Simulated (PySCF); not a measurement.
The same groups moved round the core (silole boryl). Isolated molecules, 0 K electronic values unless said otherwise. One relaxed conformer stands for each flexible species; it need not be the lowest. Strings in code marks are SMILES.

Level of theory: PBE-D3(BJ)/def2-TZVP // r2SCAN-D4/def2-TZVP (PySCF). All candidates: neutral, multiplicity 1. Delta-SCF ions had no search for a lower state. Excitations are Tamm–Dancoff values on a coarser integration grid. The basis has no diffuse functions, so Rydberg states are missing or too high.

```yaml
T1 excitation (TDA): 2.41 eV
S1 excitation (TDA): 3.53 eV
vertical ionisation energy (Delta-SCF): 9.22 eV
```

### Question
Say which member has these values.
(A) `BC1=CC=C[SiH2]1`
(B) `BC1=C[SiH2]C=C1`
(C) `B[SiH]1C=CC=C1`

### Answer
A, `BC1=CC=C[SiH2]1`. The others give `B[SiH]1C=CC=C1`: 2.52 eV, 3.46 eV, 8.84 eV; `BC1=C[SiH2]C=C1`: 2.21 eV, 3.41 eV, 9.02 eV
